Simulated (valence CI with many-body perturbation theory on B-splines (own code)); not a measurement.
Which ion has this spectrum?

A relativistic CI+MBPT calculation for an atom or ion with 41 electrons gives these levels (eV):

| J | Parity | E | g |
| --- | --- | --- | --- |
| 5/2 | even | 0.000 | 1.41 |
| 5/2 | even | 10.543 | 1.32 |
| 7/2 | even | 14.974 | 1.16 |
| 3/2 | even | 15.428 | 1.21 |
| 11/2 | even | 15.879 | 1.12 |
| 9/2 | even | 17.252 | 1.15 |
| 5/2 | even | 18.110 | 1.14 |
| 1/2 | even | 18.874 | 1.81 |
| 7/2 | even | 20.043 | 1.09 |
| 3/2 | even | 24.878 | 0.79 |
| 5/2 | even | 25.502 | 1.26 |
| 7/2 | even | 28.076 | 1.22 |
| 11/2 | even | 28.703 | 1.08 |
| 9/2 | even | 29.312 | 1.15 |

The energies are calculated, and their last digits are not significant.

(1) Which is it?
A. Ta32+
B. Hf31+
C. Re34+
D. Tm28+

## Answers

(1) B. Hf31+, ground level (4d3/2^4 4d5/2) J=5/2.
